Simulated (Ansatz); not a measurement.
Consider the formal hydrolysis of a B–F bond: `FB(O[SiH3])O[SiH3]` + H₂O → `OB(O[SiH3])O[SiH3]` + H–F.

Gas-phase electronic energies from Ansatz, PBE0-D4/def2-TZVP geometries. CCSD(T)/CBS is the MP2 limit (def2-TZVPP, def2-QZVPP) plus CCSD(T) − MP2 in def2-TZVPP, frozen cores. This one scheme is used for every species. Functionals use def2-TZVPP. B3LYP here is the variant with VWN-RPA as its local correlation; programs differ in this. HSE06 is defined as in plane-wave codes. One conformer a species, not always the lowest.

`FB(O[SiH3])O[SiH3]`:

Z-matrix (Å, degrees):
```
Si
O 1 1.655
H 1 1.484 2 110.1
H 1 1.484 2 110.1 3 -121.1
H 1 1.480 2 106.5 3 119.4
B 2 1.348 1 133.1 3 61.1
F 6 1.344 2 119.5 1 -0.1
O 6 1.348 2 121.0 1 179.9
Si 8 1.655 6 133.1 2 -179.9
H 9 1.480 8 106.5 6 179.8
H 9 1.484 8 110.1 6 60.4
H 9 1.484 8 110.1 6 -60.7
```

H₂O:

```xyz
3

O    -0.088    0.377   -0.039
H     0.471   -0.154   -0.610
H    -0.384   -0.224    0.648
```

`OB(O[SiH3])O[SiH3]`:

```xyz
13

O     1.994   -0.333    0.579
B     0.643   -0.324    0.387
O    -0.164   -1.184    1.075
Si   -1.809   -1.339    0.994
O     0.104    0.557   -0.503
Si    0.818    1.698   -1.462
H     2.269   -0.988    1.224
H    -2.473   -0.072    1.391
H    -2.172   -2.416    1.946
H    -2.230   -1.718   -0.378
H    -0.278    2.359   -2.210
H     1.763    1.061   -2.412
H     1.536    2.698   -0.633
```

H–F:

Z-matrix (Å, degrees):
```
F
H 1 0.920
```

| level | ΔE (kcal/mol) | difference from CCSD(T)/CBS |
| --- | --- | --- |
| LDA (SPW92) | 1.6 | -0.7 |
| PBE-D4 | 2.4 | 0.1 |
| revPBE-D4 | 1.9 | -0.4 |
| BLYP-D4 | 3.0 | 0.7 |
| r2SCAN-D4 | 3.2 | 0.9 |
| B97M-V | 3.5 | 1.2 |
| PBE0-D4 | 2.3 | 0.0 |
| B3LYP-D4 | 2.9 | 0.6 |
| r2SCANh-D4 | 3.0 | 0.7 |
| r2SCAN0-D4 | 2.9 | 0.6 |
| HSE06-D4 | 2.3 | 0.0 |
| BHLYP-D4 | 3.1 | 0.8 |
| CAM-B3LYP-D4 | 3.1 | 0.8 |
| ωB97X-V | 3.0 | 0.7 |
| ωB97M-V | 2.9 | 0.6 |
| PBE-QIDH | 2.3 | 0.0 |
| revPBE | 3.8 | 1.5 |
| BLYP | 4.6 | 2.3 |
| r2SCAN | 3.4 | 1.1 |
| PBE0 | 3.0 | 0.7 |
| B3LYP | 4.2 | 1.9 |
| r2SCANh | 3.3 | 1.0 |
| r2SCAN0 | 3.1 | 0.8 |
| HSE06 | 3.0 | 0.7 |
| BHLYP | 4.1 | 1.8 |
| CAM-B3LYP | 3.9 | 1.6 |
| LC-ωPBE | 3.1 | 0.8 |
| HF/def2-SVP | 3.3 | 1.0 |
| MP2/def2-SVP | 1.3 | -1.0 |
| CCSD/def2-SVP | 1.8 | -0.5 |
| CCSD(T)/def2-SVP | 1.6 | -0.7 |
| HF/def2-TZVPP | 4.9 | 2.6 |
| MP2/def2-TZVPP | 1.8 | -0.5 |
| SCS-MP2/def2-TZVPP | 2.5 | 0.2 |
| CCSD/def2-TZVPP | 2.6 | 0.3 |
| CCSD(T)/def2-TZVPP | 2.3 | 0.0 |
| HF/def2-QZVPP | 5.0 | 2.7 |
| MP2/def2-QZVPP | 1.8 | -0.5 |
| HF/CBS(def2) | 5.1 | 2.8 |
| CCSD/CBS(def2) | 2.7 | 0.4 |
| CCSD(T)/CBS | 2.3 | 0 |

Largest T1 diagnostic among the species: 0.012.

The D4 term adds −1.2 kcal/mol with B3LYP and −0.7 kcal/mol with PBE0; it sums over pairs of atoms, weighted by their polarisabilities, and B3LYP, whose exchange is more repulsive, gets the larger term. Leaving LDA and LC-ωPBE aside and taking each functional with its dispersion term where it has one, the values spread over 1.6 kcal/mol, from revPBE-D4 to B97M-V. LDA lies −1.6 kcal/mol from PBE without D4. In def2-TZVPP, CCSD(T) changes the Hartree–Fock value by −2.6 kcal/mol (the triples alone add −0.4 kcal/mol) and MP2 by −3.1 kcal/mol.

CCSD(T)/CBS has its own doubt, a few kJ/mol and more with outer-core shells, so smaller differences from it don't rank the levels.
